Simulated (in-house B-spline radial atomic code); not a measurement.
**Ionising Te⁺ with different functionals**

Computed with a radial B-spline atomic code at the basis-set limit: non-relativistic Hamiltonian, point nucleus, spin-polarised at highest spin, spherical fractional occupations for the functionals, the average over the highest-spin determinants for Hartree-Fock. The ionisation energy is the difference of two self-consistent energies, [Kr] 4d10 5s2 5p3 → [Kr] 4d10 5s2 5p2, without Breit or QED terms; ε is the level of the shell that loses the electron (its least bound occupied spin orbital). There is no spin-orbit coupling in this Hamiltonian.

Hybrids are left out here: with spherical fractional occupations of an open shell their exact exchange keeps a self-interaction that integer-occupation calculations don't have.

```tsv
method	rung	ΔSCF (eV)	-ε(5p) (eV)
Hartree-Fock	Hartree-Fock	18.40	18.78
LDA VWN5	LDA	18.80	14.60
LDA PW92	LDA	18.79	14.59
LDA exchange-only	LDA	17.86	13.71
PBE	GGA	18.71	14.54
PBEsol	GGA	18.74	14.55
BLYP	GGA	18.41	14.20
RPBE	GGA	18.69	14.52
PW91	GGA	18.77	14.58
BP86	GGA	18.79	14.59
AM05	GGA	18.70	14.51
OLYP	GGA	18.60	14.40
TPSS	meta-GGA	18.82	14.67
SCAN	meta-GGA	19.11	14.98
r2SCAN	meta-GGA	19.11	14.97
M06-L	meta-GGA	18.53	14.57
revTPSS	meta-GGA	18.86	14.71
```

(1) How do they compare with the NIST value?

Results:

(1) NIST lists 18.6 eV ± 0.4 (measured, ground level to ground level). Errors run from -0.74 to +0.51 eV; all lie within about twice that uncertainty, so the table can't rank the methods. Hartree-Fock also lacks correlation.
